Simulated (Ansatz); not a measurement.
Species: SF, charge -1, singlet. SF- (parent SMILES F[S], singlet).
B3LYP-D3(BJ)/def2-TZVP minimum from Ansatz (an electronic-structure program):
```
F
S 1 1.7464
```
Charge -1, spin multiplicity 1.

Total energies in aug-cc-pV(T+d)Z, 14 correlated electrons, 6 frozen orbitals. UHF or UKS for unpaired electrons; spin-orbit terms are left out. Correlated methods leave the cores frozen. No relativity. The spin of FS- (parent SMILES F[S], singlet) was assumed, and the state is the lowest solution found for it.

| method | program | energy (Eh) | minus CCSDT(Q) (mEh) |
|---|---|---|---|
| HF | Ansatz | -497.01371 | 482.74 |
| MP2 | Ansatz | -497.46025 | 36.20 |
| CCSD | Ansatz | -497.47533 | 21.12 |
| CCSD(T) | Ansatz | -497.49472 | 1.74 |
| CCSDT(Q) | Ansatz | -497.49645 | 0.00 |

Rough core times of Ansatz's runs on a shared machine: CCSD(T) under 20 s, CCSDT(Q) 4 min.
